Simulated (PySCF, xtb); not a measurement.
C2H9NSi3, SMILES N#C[C@H]([SiH3])[SiH2][SiH3]. Other conformers were not sampled.

Harmonic wavenumbers (cm⁻¹) from GFN2-xTB run with xtb at its own minimum, in rising order: 16, 37, 79, 106, 133, 152, 186, 356, 412, 444, 461, 465, 486, 506, 543, 575, 661, 681, 763, 776, 782, 784, 803, 808, 813, 817, 1029, 1047, 1159, 2181, 2205, 2221, 2238, 2272, 2276, 2278, 2301, 2375, 2916.

What does PBE-D3(BJ)/def2-SVP run with PySCF give at its own minimum? (Estimate from the structure and the level; the computed values follow.)

31, 74, 87, 121, 131, 157, 179, 346, 401, 433, 471, 485, 514, 549, 605, 649, 730, 762, 780, 833, 877, 889, 898, 904, 906, 909, 973, 1003, 1162, 2152, 2157, 2165, 2171, 2174, 2186, 2188, 2199, 2265, 2988. Paired by order, the mean absolute difference is 52 cm⁻¹ and the zero-point energies are 56.0 and 56.5 kcal/mol.
